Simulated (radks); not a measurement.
Results of a calculation; reference values are marked as such.
Problem. Radial electron density D(r) = 4 pi r^2 rho(r) of an atom or ion with 46 electrons. Code: a radial shooting solver on a logarithmic mesh with Libxc functionals. Model: Dirac Kohn-Sham, BLYP, spin-unpolarised, spherical densities, point nucleus.

```
   r/bohr * D(r) (the largest magnitude, 75.5, reaches the edge; | marks zero)
 0.004065 |         *
 0.004695 |           *
 0.005466 |              *
 0.006313 |                 *
 0.007349 |                    *
 0.008487 |                        *
  0.00988 |                            *
  0.01141 |                                *
  0.01328 |                                    *
  0.01534 |                                        *
  0.01786 |                                          *
  0.02063 |                                           *
  0.02401 |                                           *
  0.02773 |                                          *
  0.03228 |                                        *
  0.03728 |                                      *
   0.0434 |                                     *
  0.05013 |                                      *
  0.05835 |                                         *
  0.06739 |                                              *
  0.07846 |                                                   *
  0.09061 |                                                      *
   0.1055 |                                                      *
   0.1218 |                                                  *
   0.1418 |                                           *
   0.1638 |                                      *
   0.1907 |                                    *
   0.2202 |                                      *
   0.2563 |                                          *
   0.2961 |                                           *
   0.3447 |                                       *
    0.398 |                               *
   0.4634 |                     *
   0.5351 |              *
    0.623 |           *
   0.7195 |            *
   0.8376 |             *
   0.9673 |            *
    1.126 |          *
    1.301 |       *
    1.514 |     *
    1.749 |   *
    2.036 | *
    2.351 |*
    2.737 |*
    3.161 *
     3.68 *
    4.249 *
    4.947 *
    5.713 *
    6.651 *
```

What is the nuclear charge?

Solution. Z = 47. The innermost maximum, from 1s, lies near gamma/Z bohr with gamma = sqrt(1 - (Z/c)^2) = 0.939, here 0.02 bohr (found: 0.0220), and its height grows with Z. The density is that of the silver ion Ag+ in [Kr] 4d10; the configuration itself is not fixed sharply by these data, and Z only to a few units. D(r) has 4 maxima, at r = 0.0220, 0.0966, 0.289, 0.872 bohr, and minima at 0.0434, 0.188, 0.648 bohr, inside which lie 2.04, 11.14, 29.05 electrons.
